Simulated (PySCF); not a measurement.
BrCdH2N, SMILES [NH2][Cd][Br].

The structure is a stationary point at PBE-D3(BJ)/def2-TZVP. The def2 effective core potentials stand for the cores of Cd; spin–orbit coupling is left out. The values are those of a single conformer.

Calculation: PBE-D3(BJ)/def2-TZVP run with PySCF.

Frequencies are harmonic and unscaled.

| mode | ν (cm⁻¹) | IR (km/mol) | moving atoms (share of kinetic energy) |
|---|---|---|---|
| 1 | 103 | 4.7 | N 49 %, Cd 30 %, H 12 %, Br 9 % |
| 2 | 103 | 0.0 | N 36 %, H 30 %, Cd 27 %, Br 8 % |
| 3 | 242 | 11.4 | Br 61 %, Cd 30 % |
| 4 | 531 | 56.2 | N 80 %, Cd 15 % |
| 5 | 674 | 65.5 | H 88 %, N 11 % |
| 6 | 822 | 11.5 | H 93 % |
| 7 | 1511 | 11.3 | H 92 % |
| 8 | 3372 | 12.0 | H 96 % |
| 9 | 3465 | 3.4 | H 92 %, N 8 % |
